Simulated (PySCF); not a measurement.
Molecule: `C1=CC=C(Cl)C(N)=C1`, C$_{6}$H$_{6}$ClN.

Mapped SMILES: `[NH2:1][c:2]1[cH:3][cH:4][cH:5][cH:6][c:7]1[Cl:8]`. Each H is labelled by its parent atom.

Geometry PBE0-D3(BJ)/def2-SVP throughout; GIAO in PySCF 2.14, gas phase, one conformer, non-relativistic; equivalent atoms averaged; basis pcSseg-1.

For orientation, LC-wPBE gives these absolute shieldings σ: N1 199.3, C2 33.8, C6 46.4, C7 61.1, C5 62.4, C3 67.0, H(C4) 23.97, H(C3) 24.59, H(N1) 27.74 ppm.

A run gave: N1 189.7, C2 38.8, C6 51.5, C7 59.9, C5 64.9, C3 69.4, H(C4) 24.34, H(C3) 24.84, H(N1) 27.73 ppm (absolute shieldings σ).

Task: Which functional was used in that run?
A. B3LYP
B. B97-2
C. BHandHLYP
D. B97-D

Result: B. C7 tells them apart best: B97-2 gives 59.9, BHandHLYP gives 56.0, B97-D gives 56.7, B3LYP gives 51.2 ppm.
